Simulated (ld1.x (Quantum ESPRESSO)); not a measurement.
gallium (Ga) TM: all-electron and pseudo phase curves

- Element: Ga
- Generator: ld1.x (Quantum ESPRESSO) 7.5
- Type: norm-conserving Troullier–Martins (Kleinman–Bylander form)
- Functional: PBE
- Relativity: scalar-relativistic
- Frozen core: [Ar]
- Valence charge: 13
- Reference configuration: 3d10 4s2 4p0.5 (charge +0.5)
- Partial waves: 4s (bound): rc 1.80 bohr; 4p (bound): rc 2.50 bohr; 3d (bound): rc 1.25 bohr
- Local potential: the d channel
- Core correction: a·sin(br)/r model core, default radius (core density twice the valence density)

The phase is arctan(r·u′/u) with u = r·R(r), unwrapped; energies in Ry, scanned from -4 to 5 Ry. A pole is an energy at which the radial function vanishes at the test radius. The pseudo phase is shifted by a multiple of π to meet the all-electron one at the reference energy, and phase errors are pseudo minus all-electron; the curves can meet again beyond the range given. Levels narrower than the energy grid can be missing from the lists of poles.

```csv
channel,radius (bohr),reference energy (Ry),"poles, all-electron","poles, pseudo",unbroken range about the reference energy with phases within 0.05 rad,phase error 1 Ry above the reference energy (rad)
s,2.71,-0.91,0.01,"-0.01, 4.61",below 1.7,-0.003
p,2.71,-0.41,1.05,1.02,below 2.8,-0.002
d,2.71,-1.69,"-1.66, 2.92","-1.66, 3.12",below 0.5,+0.002
```

Note: ghost states, extra bound levels that the all-electron valence spectrum of the same l lacks: s at -343.9 eV, p at -126.2 eV. A true bound ghost makes a file unfit for plane-wave use.

Phases in the d channel:

```csv
E (Ry),all-electron,pseudo
-4.00,1.383,1.383
-3.52,1.370,1.371
-3.04,1.354,1.354
-2.56,1.331,1.331
-2.08,1.288,1.289
-1.60,-1.730,-1.730
-1.12,-1.869,-1.868
-0.64,-1.948,-1.946
-0.16,-2.078,-2.071
0.32,-2.376,-2.350
0.80,-3.241,-3.146
1.28,-4.147,-4.084
1.76,-4.466,-4.433
2.24,-4.604,-4.580
2.72,-4.685,-4.663
3.20,-4.745,-4.721
3.68,-4.799,-4.770
4.16,-4.858,-4.818
4.64,-4.939,-4.873
```
